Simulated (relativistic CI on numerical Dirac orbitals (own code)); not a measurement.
## Ni²⁺ in a cubic cluster: 2p photoemission with charge transfer

Computed with a charge-transfer multiplet model of a cubic metal-ligand cluster with up to 2 ligand holes, Slater and spin-orbit integrals from Dirac-Coulomb-Breit ions, Slater integrals scaled by 0.8. The ground state mixes d8 with configurations of k ligand holes L, whose averages lie at kΔ + k(k − 1)U_dd/2; a core hole lowers each added d electron by U_cd. 20 K, Lorentzian 0.6 eV and Gaussian 0.8 eV FWHM.

Atomic integrals in eV (Slater integrals scaled, ζ unscaled), ground: F2dd 9.736, F4dd 6.042, zeta_d 0.080; with the core hole: F2dd 11.178, F4dd 6.982, zeta_d 0.114, zeta_core 11.406, F2cd 6.704, G1cd 5.115, G3cd 2.909.

Cluster parameters (eV): Δ = 3.5, U_dd = 8.3, 10Dq = 0.4, 10Dq(ligand) = 0.1, V(eg) = 1.45, V(t2g) = -0.73, final-state hopping factor = 1.

Weights, n_d and S are thermal averages at 20 K. Binding energies count from the first peak over 30 % of the highest in each spectrum, which can be another peak from case to case. The parameters are a model scan and need not match a compound or its usual spin state. Peaks in eV (height, largest 100): 0.0 (100), 5.1 (83), 8.4 (81), 10.9 (37), 17.5 (43), 22.2 (37), 25.8 (78), 27.7 (15).

Task: Which parameters give this spectrum?
A. U_cd = 10.3 eV
B. U_cd = 9.1 eV
C. U_cd = 8.5 eV
D. U_cd = 9.7 eV
E. U_cd = 10.9 eV

Result: A. U_cd = 10.3 eV; the ground state then has 8.13 d electrons and S = 1.00. The choice follows from running the model for each set and comparing peak positions and heights.
